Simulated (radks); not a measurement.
Species: Sb+. Configuration: [Kr] 4d10 5s2 5p2 (the NIST ground configuration).

Calculated with a radial shooting solver on a logarithmic mesh with Libxc functionals: scalar-relativistic Kohn-Sham, BLYP, spin-polarised, spherical densities, finite nucleus; open shells are filled with parallel spins first (spin-orbit coupling, left out, can overturn this in heavy ions); Fermi nuclear charge, rms radius 4.6802 fm.

Energy parts (eV):
part                       energy
total                 -176374.189
kinetic                184466.057
electron-nucleus      -426129.498
Hartree                 69929.734
exchange-correlation    -4640.482

Orbitals (lengths in bohr, moments of r in powers of bohr; <r^-3> diverges for s and p1/2; r(max) is where P^2 peaks):
\begin{tabular}{lrrrrrr}
orbital & occ. & eigenvalue (eV) & r(max) & <r> & <r^-3> & <r^2> \\ \hline
1s up & 1 & -30316.73 & 0.01835 & 0.02842 & - & 0.001094 \\
1s down & 1 & -30316.68 & 0.01835 & 0.02842 & - & 0.001094 \\
2s up & 1 & -4620.429 & 0.1037 & 0.1226 & - & 0.01773 \\
2s down & 1 & -4620.409 & 0.1037 & 0.1226 & - & 0.01773 \\
2p up & 3 & -4149.376 & 0.08304 & 0.1071 & 5038 & 0.01401 \\
2p down & 3 & -4149.337 & 0.08304 & 0.1071 & 5038 & 0.01401 \\
3s up & 1 & -912.2317 & 0.3000 & 0.3306 & - & 0.1250 \\
3s down & 1 & -912.1882 & 0.3000 & 0.3306 & - & 0.1250 \\
3p up & 3 & -758.6850 & 0.2934 & 0.3288 & 942.8 & 0.1254 \\
3p down & 3 & -758.6356 & 0.2934 & 0.3288 & 942.8 & 0.1254 \\
3d up & 5 & -524.2115 & 0.2442 & 0.3055 & 129.8 & 0.1106 \\
3d down & 5 & -524.1650 & 0.2442 & 0.3055 & 129.8 & 0.1106 \\
4s up & 1 & -156.9879 & 0.7223 & 0.7906 & - & 0.7070 \\
4s down & 1 & -156.8824 & 0.7224 & 0.7905 & - & 0.7068 \\
4p up & 3 & -109.9577 & 0.7619 & 0.8523 & 175.1 & 0.8297 \\
4p down & 3 & -109.8476 & 0.7620 & 0.8519 & 175.2 & 0.8286 \\
4d up & 5 & -41.7483 & 0.8464 & 1.032 & 16.97 & 1.258 \\
4d down & 5 & -41.5437 & 0.8462 & 1.027 & 17.07 & 1.244 \\
5s up & 1 & -21.0152 & 1.877 & 2.160 & - & 5.271 \\
5s down & 1 & -19.8467 & 1.859 & 2.155 & - & 5.265 \\
5p up & 2 & -12.3711 & 2.250 & 2.657 & 15.12 & 8.047 \\
5p down & 0 & -11.1856 & 2.244 & 2.706 & 14.89 & 8.404 \\
\end{tabular}

The highest occupied level is 5p up at -12.371 eV. Summed over all electrons, <r^2> = 47.76 bohr^2, which gives a Langevin (diamagnetic) susceptibility term of -37.8 x 10^-6 cm^3/mol. For comparison, the ionisation energy in NIST's Atomic Spectra Database is 16.63 eV (measured). In exact Kohn-Sham theory the highest level is minus the ionisation energy, but local and semilocal functionals leave it too shallow, through self-interaction and a potential that decays too fast; potentials with the right tail come closer. Spin moment in Bohr magnetons: 2. The density falls to 0.001 e/bohr^3 at r = 4.27 bohr. The spin density at the nucleus is -1.309 e/bohr^3 (1s -0.199, 2s 0.063, 3s 0.040, 4s 0.138, 5s -1.352). The electron density at the nucleus is 2.152e+05 e/bohr^3 (large components only).
